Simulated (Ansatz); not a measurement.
`C[S][Zn][Br]` + HCl → `[Cl][Zn][Br]` + CH₃SH at 400 K and 1 bar (ligand exchange at a Zn–S bond).

Program: Ansatz. Geometries: PBE0-D4/def2-TZVP. ΔE: electronic, gas phase. CBS: MP2 limit from def2 TZ/QZ plus the TZ coupled-cluster correction, frozen cores. This one scheme is used for every species. For Br, Zn outer-core shells are correlated without core-valence functions, which leaves a few kJ/mol of doubt a bond. Scalar relativity is left out up to krypton. Each species was taken in one conformer, which may not be the lowest.

```tsv
species	CCSD(T)/CBS energy (Eh)	H − E (kJ/mol)	S (J/(mol·K))
`C[S][Zn][Br]`	-4789.42259	133.9	387.8
HCl	-460.38127	29.6	195.4
`[Cl][Zn][Br]`	-4811.59312	26.0	311.5
CH₃SH	-438.22835	138.7	269.4
```

H − E and S are ideal-gas, rigid-rotor, harmonic terms from PBE0-D4/def2-TZVP, for one conformer and one mirror image of each species. 1 Eh = 2625.50 kJ/mol, R = 8.31446 J/(mol·K).

Question: By hand: ΔE, ΔH, ΔS and ΔG.

Answer: ΔE = (-4811.59312) + (-438.22835) − (-4789.42259) − (-460.38127) = -0.01761 Eh = -46.2 kJ/mol. Δ(H − E) = 26.0 + 138.7 − 133.9 − 29.6 = 1.2, so ΔH = -45.0 kJ/mol. ΔS = 311.5 + 269.4 − 387.8 − 195.4 = -2.3 J/(mol·K). ΔG = -45.0 − 400 × (-2.3)/1000 = -44.1 kJ/mol.

Question: By hand: the equilibrium constant, and the temperature at which ΔG would vanish if ΔH and ΔS stayed fixed.

Answer: log₁₀ K = −ΔG/(RT ln 10) = 5.8. ΔG = 0 at ΔH/ΔS = 19565 K, far beyond where these terms or the molecules hold.

The number of gas molecules stays the same, so ΔS is small and ΔH decides. A doubt of 5 kJ/mol in ΔE shifts log₁₀ K by 0.7 here. Other conformers and mirror images would add mixing entropy, several J/(mol·K) or more a flexible species. These are equilibria of isolated gas molecules and say nothing of rates. Largest T1 diagnostic: 0.012 (customary marks: 0.02 for closed shells, 0.045 for open ones).
